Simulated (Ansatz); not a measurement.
Consider the atomization: `C[SiH2]CCCl` → 3 C• + Cl• + 9 H• + Si•.

Computed with Ansatz on PBE0-D4/def2-TZVP structures; ΔE is electronic, products minus reactants. CBS: MP2 limit from def2 TZ/QZ plus the TZ coupled-cluster correction, frozen cores. This one scheme is used for every species, atoms too. DFT in def2-TZVPP. Open shells (•) are unrestricted, without spin–orbit coupling. Spin–orbit coupling would lower the free atoms: a little for C, Cl, Si. Each species was taken in one conformer, which may not be the lowest.

`C[SiH2]CCCl`:

Cartesian coordinates in Å:
```
C -1.372 1.144 -0.895
Si 0.368 0.475 -1.048
C 1.019 -0.167 0.603
C 0.202 -1.306 1.158
Cl 0.846 -1.909 2.721
H -1.419 1.946 -0.154
H -1.715 1.549 -1.850
H -2.075 0.363 -0.595
H 1.289 1.544 -1.522
H 0.395 -0.635 -2.043
H 2.056 -0.485 0.462
H 1.039 0.663 1.317
H -0.828 -1.014 1.358
H 0.196 -2.166 0.488
```

```csv
level,ΔE (kJ/mol)
r2SCAN-D4,5052.3
r2SCAN,5044.6
CCSD(T)/def2-TZVPP,4928.3
MP2/CBS(def2),5077.3
```

Task: What does CCSD(T)/CBS give? (Estimate.)

Result: Ansatz gave: +5042.9 kJ/mol. The listed levels differ from it by 9.4, 1.7, -114.6, 34.4 kJ/mol.

Largest T1 diagnostic among the species: 0.012.

The D4 term adds +47.1 kJ/mol with B3LYP and +25.0 kJ/mol with PBE0; it sums over pairs of atoms, weighted by their polarisabilities, and B3LYP, whose exchange is more repulsive, gets the larger term. In def2-TZVPP, CCSD(T) changes the Hartree–Fock value by +1104.9 kJ/mol (the triples alone add +57.8 kJ/mol) and MP2 by +1139.3 kJ/mol; breaking electron pairs costs correlation energy, which Hartree–Fock lacks.

B3LYP here is the variant with VWN-RPA as its local correlation; programs differ in this.

For atomizations the MP2-based limit and the directly extrapolated one differ by several kJ/mol either way, and by 10 to 25 for some Ge, Se and Sn compounds, so smaller differences from it don't rank the levels.
